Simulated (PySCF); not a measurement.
# Exercise with solution: chemical shift, span and skew from a shielding tensor

trimethylsulfonium (C₃H₉S), SMILES C[S+](C)C, charge +1. Atoms are numbered in the order given.

```xyz
13

C     -1.4151    -0.8170    -0.2657
S      0.0000     0.0000     0.5219
C      0.0000     1.6340    -0.2657
C      1.4151    -0.8170    -0.2657
H     -1.3258    -0.7655    -1.3595
H     -2.3208    -0.3035     0.0853
H     -1.4233    -1.8581     0.0853
H      0.0000     1.5309    -1.3595
H      0.8975     2.1617     0.0853
H     -0.8975     2.1617     0.0853
H      1.3258    -0.7655    -1.3595
H      2.3208    -0.3035     0.0853
H      1.4233    -1.8581     0.0853
```
Charge +1, spin multiplicity 1.

The structure is a stationary point at B3LYP-D3(BJ)/def2-SVP.

GIAO shieldings from PySCF with PBE/pcSseg-1, non-relativistic, no solvent. The symmetric part of the tensor of C1 has the principal values 128.8, 129.5, 181.0 ppm. The same nucleus in TMS has σ = 182.0 ppm at this level (PySCF, at its B3LYP-D3(BJ)/def2-TZVP geometry).

Work out the isotropic shielding, the ¹³C shift against TMS, the span and the skew.


σ(iso) = (σ11 + σ22 + σ33)/3 = 146.4 ppm. δ = σ(ref) − σ(iso) = 182.0 − (146.4) = 35.6 ppm.
Span Ω = σ33 − σ11 = 52.2 ppm. Skew κ = 3(σ(iso) − σ22)/Ω = 0.97, an axial tensor. Tumbling in solution averages the tensor to δ; in a static solid the shielding alone would spread this spin-1/2 line over Ω.
